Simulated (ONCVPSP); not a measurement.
Varying the ONCV potential for chromium

Base potential:

chromium (Cr), optimised norm-conserving Vanderbilt (ONCV), made with ONCVPSP 4.0.1 (PBEsol, scalar-relativistic). Core [Ne], reference 3s2 3p6 3d5 4p1. Waves: 3s: rc 0.95 bohr, ncon 3, nbas 7, qcut 5.4 1/bohr, 3 projectors, debl 1.7 Ha; 3p+4p: rc 1.55 bohr, ncon 4, nbas 8, qcut 8.8 1/bohr, 2 projectors; 3d: rc 1.50 bohr, ncon 4, nbas 8, qcut 10.7 1/bohr, 1 projector. Local part: polynomial inside 0.80 bohr (lpopt 5, dvloc0 0 Ha). Core correction: none.

In the s channel the program set the typed energies aside and used -2.762, 0.250, 1.950 Ha.

Cutoffs, loose and tight: the cutoffs (Ha) at which the residual kinetic energy of the hardest occupied pseudo-wave falls to 1 and 0.1 mHa per electron. They do not see the model core or the augmentation charge, which bear on the density cutoff. Test errors are all-electron minus pseudo excitation energies from the reference, over the configurations 3s2 3p6 3d5 4s1 4p0; 3s2 3p6 3d5 4p0; 3s2 3p6 3d4 4p0; 3s2 3p6 3d4 4s1 4p0. A dash means not determined; rows that change the core or the reference have their own tests. The largest error is taken over the tests solved by every variant that gives reliable tests at all: 3s2 3p6 3d4 4p0; 3s2 3p6 3d5 4p0; 3s2 3p6 3d5 4s1 4p0.

A true bound ghost makes a file unfit for plane-wave use even where its test errors are small: the radial tests pick states by their node count and pass the ghost by.

```csv
change,outcome,"cutoff, loose","cutoff, tight",bound ghosts,GHOST(+) flags above zero,largest test error (meV)
base,"generated, projector energies reset by the program",–,–,s,s,-1.7
"all radii scaled by about 0.79 (s 0.76, p 1.22, d 1.18 bohr); local potential polynomial inside 0.64 bohr (lpopt 5, dvloc0 0 Ha)","generated, projector energies reset by the program",–,–,s,s,-1.0
"all radii scaled by about 0.82 (s 0.78, p 1.28, d 1.24 bohr); local potential polynomial inside 0.66 bohr (lpopt 5, dvloc0 0 Ha)","generated, projector energies reset by the program",–,–,s,s,-0.9
"all radii scaled by about 0.89 (s 0.84, p 1.38, d 1.34 bohr); local potential polynomial inside 0.72 bohr (lpopt 5, dvloc0 0 Ha)","generated, projector energies reset by the program",–,–,s,s,-1.2
"all radii scaled by about 0.96 (s 0.92, p 1.48, d 1.44 bohr); local potential polynomial inside 0.76 bohr (lpopt 5, dvloc0 0 Ha)","generated, projector energies reset by the program",–,–,s,none,-1.6
"all radii scaled by about 1.09 (s 1.04, p 1.68, d 1.64 bohr); local potential polynomial inside 0.88 bohr (lpopt 5, dvloc0 0 Ha)","generated, projector energies reset by the program",–,–,s,s,-2.1
"all radii scaled by about 1.12 (s 1.06, p 1.74, d 1.68 bohr); local potential polynomial inside 0.90 bohr (lpopt 5, dvloc0 0 Ha)","generated, projector energies reset by the program",–,–,s,s,-2.2
"all radii scaled by about 1.20 (s 1.14, p 1.86, d 1.80 bohr); local potential polynomial inside 0.96 bohr (lpopt 5, dvloc0 0 Ha)","generated, projector energies reset by the program",99 Ha,164 Ha,none,s,-2.4
"all radii scaled by about 1.25 (s 1.18, p 1.94, d 1.86 bohr); local potential polynomial inside 1.00 bohr (lpopt 5, dvloc0 0 Ha)","generated, projector energies reset by the program",86 Ha,144 Ha,none,s,-2.5
```

(1) What comes out with this change to the base: all radii scaled by about 1.30 (s 1.24, p 2.02, d 1.96 bohr); local potential polynomial inside 1.04 bohr (lpopt 5, dvloc0 0 Ha)?

## Answers

(1) outcome: generated, projector energies reset by the program; cutoff, loose: 51 Ha; cutoff, tight: 122 Ha; bound ghosts: none; GHOST(+) flags above zero: s; largest test error (meV): -2.6.

Reading the sweep of the scale of all radii (base = 1) (base included, trends over the rows without a ghost): Bound ghosts are found at 0.79, 0.82, 0.89, 0.96, 1, 1.09, 1.12.
